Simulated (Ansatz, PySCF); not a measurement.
This triplet is an excited state, 1.53 eV above the relaxed singlet at the level frozen-core CCSD(T)/cc-pVTZ // PBE0-D3(BJ)/def2-TZVP (Ansatz, a program for electronic structure).

```xyz
7

B      1.3024     0.0464     0.3799
C     -0.0326    -0.4965     0.0441
N     -1.3026    -0.1386     0.0571
H      1.3575     1.1714     0.8132
H      2.2954    -0.6002     0.2301
H     -2.0318    -0.7605    -0.2498
H     -1.5883     0.7780     0.3776
```

Charge 0, multiplicity 3.

Q: Give the Mulliken and meta-Löwdin atomic charges from PBE0-D3(BJ)/def2-TZVP run with PySCF.

A: 
```tsv
atom	Mulliken (e)	meta-Löwdin (e)
B1	-0.23	-0.25
C2	0.09	0.04
N3	-0.39	-0.34
H4	-0.01	0.01
H5	0.01	0.02
H6	0.27	0.27
H7	0.26	0.26
```
